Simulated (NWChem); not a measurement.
CH$_{3}$F$_{3}$Si; SMILES F[SiH2]C(F)F

```xyz
8

F     -0.9775    -1.6146     0.0000
Si     0.5118    -0.9757     0.0000
C      0.3695     0.9333     0.0000
F     -0.3056     1.3523    -1.1010
F     -0.3056     1.3523     1.1010
H      1.2210    -1.4023     1.2347
H      1.2210    -1.4023    -1.2347
H      1.3580     1.4357     0.0000
```
Atoms are numbered in this order, from 1.

Results from NWChem. All runs use the structure optimised with PBE0/def2-SVP. Level: PBE0/def2-SVP with SMD (1 M gas to 1 M solution), gas-phase geometry. Reactions with the solvent are ignored.

For solvent water:

| Quantity | Value |
|---|---|
| solvation free energy (kcal/mol) | -0.5 |
| cavity-dispersion-structure term (kcal/mol) | 4.1 |
| dipole in solution (D) | 3.37 |

Task: Estimate the same quantities for solvent toluene.

Result: 
* **solvation free energy (kcal/mol)**: -2.0
* **cavity-dispersion-structure term (kcal/mol)**: 0.5
* **dipole in solution (D)**: 3.06
